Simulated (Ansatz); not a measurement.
`F[SiH2][S][GeH3]` + NH₃ → `N[SiH2][S][GeH3]` + H–F at 500 K and 1 bar (ligand exchange at the Si–F bond).

Computed with Ansatz on PBE0-D4/def2-TZVP structures; ΔE is electronic, products minus reactants. CCSD(T)/CBS is the MP2 limit (def2-TZVPP, def2-QZVPP) plus CCSD(T) − MP2 in def2-TZVPP, frozen cores. This one scheme is used for every species. For Ge outer-core shells are correlated without core-valence functions, which leaves a few kJ/mol of doubt a bond. Scalar relativity is left out up to krypton. Each species was taken in one conformer, which may not be the lowest.

```tsv
species	CCSD(T)/CBS energy (Eh)	H − E (kJ/mol)	S (J/(mol·K))
`F[SiH2][S][GeH3]`	-2865.87038	167.3	431.7
NH₃	-56.50880	108.2	211.8
`N[SiH2][S][GeH3]`	-2821.95198	234.7	462.8
H–F	-100.39570	39.4	188.7
```

H − E and S are ideal-gas, rigid-rotor, harmonic terms from PBE0-D4/def2-TZVP, for one conformer and one mirror image of each species. 1 Eh = 2625.50 kJ/mol, R = 8.31446 J/(mol·K).

Task: By hand: ΔE, ΔH, ΔS and ΔG.

Result: ΔE = (-2821.95198) + (-100.39570) − (-2865.87038) − (-56.50880) = 0.03150 Eh = 82.7 kJ/mol. Δ(H − E) = 234.7 + 39.4 − 167.3 − 108.2 = -1.4, so ΔH = 81.3 kJ/mol. ΔS = 462.8 + 188.7 − 431.7 − 211.8 = 8.0 J/(mol·K). ΔG = 81.3 − 500 × (8.0)/1000 = 77.3 kJ/mol.

Task: By hand: the equilibrium constant, and the temperature at which ΔG would vanish if ΔH and ΔS stayed fixed.

Result: log₁₀ K = −ΔG/(RT ln 10) = -8.1. ΔG = 0 at ΔH/ΔS = 10162 K, far beyond where these terms or the molecules hold.

The number of gas molecules stays the same, so ΔS is small and ΔH decides. A doubt of 5 kJ/mol in ΔE shifts log₁₀ K by 0.5 here. Other conformers and mirror images would add mixing entropy, several J/(mol·K) or more a flexible species. Modes under 60 cm⁻¹, often nearly free rotors, make the harmonic entropy too high. These are equilibria of isolated gas molecules and say nothing of rates. Largest T1 diagnostic: 0.012 (customary marks: 0.02 for closed shells, 0.045 for open ones).
